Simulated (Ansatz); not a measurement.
Geometry optimisation, RKS B3LYP-D4/def2-mTZVP in Ansatz 0.2.0.

Input file:

```yaml
crystal:
  periodic: [false, false, false]
  atoms:
    - { symbol: B, position_ang: [-0.40292, 0.99073, -0.36515] }
    - { symbol: C, position_ang: [0.6086, -0.11546, 0.11123] }
    - { symbol: C, position_ang: [1.26049, -1.05009, 0.55064] }
    - { symbol: In, position_ang: [-1.33606, -1.80039, 0.1531] }
    - { symbol: H, position_ang: [1.08745, 0.86354, 0.13053] }
    - { symbol: H, position_ang: [-0.10242, 1.42961, -1.43043] }
    - { symbol: H, position_ang: [2.02546, -1.65748, 0.96744] }
    - { symbol: H, position_ang: [-1.53543, 0.39816, -0.48647] }
basis:
  gaussian: { orbitals: def2-mTZVP }
hamiltonian:
  xc: b3lyp
  dispersion: d4
relax:
  f_tol: 0.02
  max_steps: 50
output:
  orbitals: {}
```

Command:

```bash
$ ansatz run input.yaml --threads 2 --pin off --max-ram 3072MiB --backend cpu --events-out ev --progress --plain --runs-dir out
```

Question: Where does it end, and by what steps?

Answer: It converged. After 23 steps the energy has fallen by 3.982 eV; H8 moved furthest, 1.82 Å.

| step | energy less start (eV) | largest force component (eV/Å) | accepted |
| --- | --- | --- | --- |
| 0 | 0.0000 | 4.723 | yes |
| 1 | -1.2298 | 2.445 | yes |
| 2 | -2.0949 | 1.747 | yes |
| 3 | -2.6036 | 1.830 | yes |
| 4 | -3.0144 | 1.410 | yes |
| 5 | -3.2650 | 0.706 | yes |
| 6 | -3.3759 | 0.823 | yes |
| 7 | -3.4761 | 0.386 | yes |
| 8 | -3.4978 | 0.471 | yes |
| 9 | -3.5189 | 0.313 | yes |
| 10 | -3.5312 | 0.188 | yes |
| 11 | -3.5349 | 0.130 | yes |
| 12 | -3.5367 | 0.087 | yes |
| 13 | -3.5503 | 0.304 | yes |
| 14 | -3.5870 | 0.736 | yes |
| 15 | -3.6609 | 1.002 | yes |
| 16 | -3.7584 | 0.865 | yes |
| 17 | -3.8341 | 0.546 | yes |
| 18 | -3.8799 | 0.658 | yes |
| 19 | -3.9367 | 0.638 | yes |
| 20 | -3.9719 | 0.175 | yes |
| 21 | -3.9804 | 0.140 | yes |
| 22 | -3.9818 | 0.066 | yes |
| 23 | -3.9825 | 0.007 | yes |

```xyz
8
Properties=species:S:1:pos:R:3
B -0.467 0.847 -0.485
C 0.658 0.244 0.346
C 0.847 -1.104 0.378
In -0.539 -2.473 -0.868
H 1.316 0.896 0.929
H -1.174 0.108 -1.125
H 1.668 -1.471 1.005
H -0.704 2.012 -0.549
```

Time of the run: 29 s on 2 threads of AMD EPYC 9R45 96-Core Processor (Zen 5), on a shared host, peak memory 0.25 GiB.
